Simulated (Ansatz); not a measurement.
Stepwise reaction of `OB[SiH](O)F` with hydrogen, as a gas-phase model of exchange steps in deposition or etching. ΔE in kJ/mol; ΔG adds harmonic PBE0-D4 terms to CCSD(T)/CBS, at 1 bar.

Gas-phase electronic energies from Ansatz, PBE0-D4/def2-TZVP geometries. CCSD(T)/CBS adds triple-zeta CCSD(T) − MP2 to the extrapolated MP2 energy (def2 sets, frozen cores). This one scheme is used for every species. Functionals use def2-TZVPP. B3LYP here is the variant with VWN-RPA as its local correlation; programs differ in this. Each species was taken in one conformer, which may not be the lowest.

| step | reaction | PBE-D4 | B3LYP-D4 | ωB97M-V | CCSD(T)/CBS | ΔG(500 K) |
| --- | --- | --- | --- | --- | --- | --- |
| 2 | `B[SiH](O)F` + H₂ → `B[SiH2]F` + H₂O | 80.2 | 86.4 | 87.3 | 84.6 | 81.6 |

Q: Give the row of step 1, `OB[SiH](O)F` + H₂ → `B[SiH](O)F` + H₂O. (An estimate is asked.)

A: Computed: 
```json
{"step": "1", "reaction": "`OB[SiH](O)F` + H₂ → `B[SiH](O)F` + H₂O", "PBE-D4": "133.9", "B3LYP-D4": "131.3", "ωB97M-V": "129.5", "CCSD(T)/CBS": "123.0", "ΔG(500 K)": "115.0"}
```

Q: By hand: ΔE of the 2 steps together at CCSD(T)/CBS.

A: (123.0) + (84.6) = 207.6 kJ/mol, or 103.8 kJ/mol a step.

In ΔE each step is lower than the one before. All are uphill at CCSD(T)/CBS. ΔG lies between 81.6 and 115.0 kJ/mol a step. PBE-D4 differs from CCSD(T)/CBS by -4.4 to 10.9 kJ/mol a step. Isolated molecules leave out the surface, adducts and barriers. Largest T1 diagnostic: 0.013.
